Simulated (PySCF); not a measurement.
PySCF input for C3H6FNSi, SMILES [SiH3]C=C=C(N)F, SMD-ωB97X/def2-SVP. Geometry: PBE0-D3(BJ)/def2-SVP. The structure was generated by enumeration; whether it is a known compound was not checked. One conformer was computed; it need not be the lowest.

```python
import numpy as np
from pyscf import gto, scf, dft
from pyscf.solvent import smd

mol = gto.M(
    atom='''
    N     2.41124827    0.31581732    0.40425423
    C     1.34756726   -0.53922929    0.18779173
    F     1.53555190   -1.72043453    0.78723037
    C     0.23760059   -0.29453598   -0.48138514
    C    -0.91140460    0.04773618   -1.01743520
    Si   -2.24293330    0.95987243   -0.05247127
    H     3.31256675   -0.08967288    0.16139681
    H     2.28808876    1.22952844   -0.01536620
    H    -1.11507812   -0.21728699   -2.06820552
    H    -1.74715103    1.24186694    1.32581466
    H    -2.58698642    2.24763959   -0.73419769
    H    -3.49165821    0.13907497    0.01647418
    ''',
    basis='def2-SVP',
    charge=0,
    spin=0,
    max_memory=1600,
    verbose=3,
)
mf = dft.RKS(mol, xc='wb97x').density_fit(auxbasis='def2-universal-jkfit')
mf.grids.level = 3
mf.conv_tol = 1e-9
mf.max_cycle = 100
mf.kernel()
res = {}
for name in ['water', 'dimethylsulfoxide', 'chlorobenzene']:
    s = mf.SMD()
    s.with_solvent.solvent, s.with_solvent.sasa_ng = name, 194
    s.kernel(mf.make_rdm1())
    res[name] = (s.e_tot, s.with_solvent.get_cds(), s.dip_moment(), s.mo_energy, s.converged)
    print(f'SMD {name}: dG(solv) = {(s.e_tot - mf.e_tot) * 627.509474:.3f} kcal/mol, of which CDS {res[name][1] * 627.509474:.3f}')
```

Output:

```
converged SCF energy = -561.567616683293
converged SCF energy = -561.569892109967
Dipole moment(X, Y, Z, Debye):  1.66545,  1.76505, -1.81432
SMD water: dG(solv) = -1.428 kcal/mol, of which CDS 4.942
converged SCF energy = -561.572789465333
Dipole moment(X, Y, Z, Debye):  1.66209,  1.75868, -1.80706
SMD dimethylsulfoxide: dG(solv) = -3.246 kcal/mol, of which CDS 3.031
converged SCF energy = -561.574044929331
Dipole moment(X, Y, Z, Debye):  1.60535,  1.66152, -1.70004
SMD chlorobenzene: dG(solv) = -4.034 kcal/mol, of which CDS 0.752
```

The run converged.

Cost: around 90 core-seconds (rough).
